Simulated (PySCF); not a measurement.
# A run with a changed setting

The sound run of [Gd(CH3)2]+ (singlet in the valence; each metal's 4f electrons, 7 of them, lie in its core potential, out of spins and levels) uses PySCF 2.14.0, RKS PBE0, Gd lcecp-1-SVP with ECP53, C def2-SVP, H def2-SVP; non-relativistic Hamiltonian with scalar-relativistic core potentials where named; density fitting; no spin-orbit coupling, grid (50, 194), threshold 1e-8 and 55 cycles at the relaxed geometry:
```xyz
9

Gd    0.0425    1.4692   -0.0017
C     0.0001    0.0239    1.7639
H    -0.8869   -0.6368    1.7063
H     0.8817   -0.6463    1.7418
H    -0.0165    0.5193    2.7532
C     0.0006    0.0107   -1.7533
H    -0.8958    0.1503   -2.3900
H     0.8802    0.1322   -2.4162
H    -0.0064   -1.0383   -1.4040
```
This run, with dm0 from free metal ions and neutral atoms, differs:

```python
mol = gto.M(atom='''
Gd     0.04245     1.46921    -0.00172
C      0.00012     0.02395     1.76388
H     -0.31421     0.66102     0.65374
H      0.88171    -0.64627     1.74180
H     -0.01655     0.51929     2.75317
C      0.00060     0.01075    -1.75334
H     -0.89575     0.15027    -2.38996
H      0.88025     0.13222    -2.41615
H     -0.00641    -1.03829    -1.40395''',
    basis={'Gd': 'lcecp-1-SVP', 'C': 'def2-SVP', 'H': 'def2-SVP'},
    ecp={'Gd': 'lcecp-1-SVP'},
    charge=1, spin=0)
mf = dft.RKS(mol, xc='PBE0')
mf.grids.atom_grid = (50, 194)  # f atoms: unpruned, at least (60, 302)
mf = mf.density_fit()  # fitting sets: Gd AutoAux, C def2-universal-JKFIT, H def2-universal-JKFIT
mf.conv_tol = 1e-08; mf.max_cycle = 75
mf.kernel(dm0)
mf.nuc_grad_method().kernel()
```

**Question.** What was changed, and how did it end?

**Answer.** One atom was put far too close to the first. It converged in 10 cycles, 13.357 eV from the sound run, largest force component 31.05 eV/Å. The cycle limit differs too. These settings are unsound on purpose: the numbers aren't the compound's.
```
init E= -114.904925694469
cycle= 1 E= -114.660183584779  delta_E= 0.245  |g|= 0.679  |ddm|= 3.12
cycle= 2 E= -114.166091628236  delta_E= 0.494  |g|= 1.37  |ddm|= 2.44
cycle= 3 E= -114.759366577201  delta_E= -0.593  |g|= 0.31  |ddm|= 1.99
cycle= 4 E= -114.789619111833  delta_E= -0.0303  |g|= 0.112  |ddm|= 0.51
cycle= 5 E= -114.793177686402  delta_E= -0.00356  |g|= 0.0347  |ddm|= 0.157
...
cycle= 8 E= -114.79358100912  delta_E= -6.95e-07  |g|= 0.000265  |ddm|= 0.00337
cycle= 9 E= -114.793581075474  delta_E= -6.64e-08  |g|= 0.000106  |ddm|= 0.00113
cycle= 10 E= -114.793581083926  delta_E= -8.45e-09  |g|= 2.47e-05  |ddm|= 0.000408
Extra cycle  E= -114.793581083849  delta_E= 7.67e-11  |g|= 3.67e-05  |ddm|= 9.98e-05
converged SCF energy = -114.793581083849
```

Run from Python with OMP_NUM_THREADS=2; the lines above give its settings.
It took 4 s on 2 threads of Arm Neoverse V2, with other jobs on the host.

A frequency check found unstable modes (1, the lowest at -30 cm⁻¹), so the relaxed geometry is a saddle point, or these are noise. An lcecp potential fixes the number of 4f electrons, so in runs with it no electron can move into or out of that shell.
